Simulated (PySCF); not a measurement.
# How methods differ on the excitation energy of Mn⁺

Mn⁺ [Ar] 3d5 4s1 (7S) → Mn⁺ [Ar] 3d6 (5D), as a difference of total energies. Computed with PySCF 2.14 in x2c-TZVPPall (6s5p4d2f1g, 64 functions), with scalar relativity by spin-free X2C-1e. Correlated levels: valence and next inner shell: [Ne] frozen. The calculations carry no spin-orbit coupling.

| method | excitation energy (eV) | error (eV) |
| --- | --- | --- |
| UHF | 3.502 | +1.694 |
| MP2 (valence and next inner shell) | 1.805 | -0.003 |
| SCS-MP2 (valence and next inner shell) | 1.611 | -0.197 |
| CCSD (valence and next inner shell) | 2.167 | +0.359 |
| CCSD(T) (valence and next inner shell) | 2.093 | +0.285 |

Reference: 1.808 eV (measured; NIST levels, between the centres of gravity of the two terms).

Errors of the correlated levels include the incompleteness of this basis and the frozen core.
